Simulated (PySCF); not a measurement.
C₂HBrClF.

```xyz
6

F     -1.5607     0.3731     0.0000
C     -0.2619     0.1389     0.0000
Br     0.1797    -1.6781     0.0000
C      0.6553     1.1050     0.0000
Cl     0.2161     2.7669     0.0000
H      1.7207     0.8755     0.0000
```
Charge 0, spin multiplicity 1.

The structure is a stationary point at ωB97X-D3(BJ)/def2-SVP.

Computed with PBE/pcSseg-1 (PySCF). Non-relativistic, no solvent.

Computed absolute GIAO shielding of each atom: isotropic value and principal components (ppm):
```json
[
 {"atom": "F1", "σ(iso)": "220.7", "σ11": "145.7", "σ22": "218.4", "σ33": "297.9", "span": "152.2"},
 {"atom": "C2", "σ(iso)": "20.3", "σ11": "-55.5", "σ22": "36.9", "σ33": "79.6", "span": "135.1"},
 {"atom": "Br3", "σ(iso)": "1882.0", "σ11": "1363.7", "σ22": "1415.3", "σ33": "2866.9", "span": "1503.2"},
 {"atom": "C4", "σ(iso)": "72.7", "σ11": "1.4", "σ22": "102.5", "σ33": "114.3", "span": "113.0"},
 {"atom": "Cl5", "σ(iso)": "721.9", "σ11": "499.3", "σ22": "757.5", "σ33": "908.8", "span": "409.5"},
 {"atom": "H6", "σ(iso)": "25.8", "σ11": "19.8", "σ22": "26.9", "σ33": "30.7", "span": "10.9"}
]
```
